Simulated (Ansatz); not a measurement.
3-silyloxypropanenitrile (C3H7NOSi), SMILES N#CCCO[SiH3].

Geometry optimised at r2SCAN-D4/def2-SVP. Other conformers were not sampled.

Two levels are set side by side: PBE/def2-SVPD (Ansatz, an electronic-structure program) and PBE0/def2-SVPD (Ansatz). Energy differences of separate SCF runs at the same geometry; the states with an electron removed or added have multiplicity 2 and 2. Differences are taken from unrounded values.

```csv
quantity,PBE0,PBE,PBE minus PBE0
vertical ionisation energy (eV),10.71,10.16,-0.55
vertical singlet–triplet gap (eV),6.70,6.20,-0.50
```
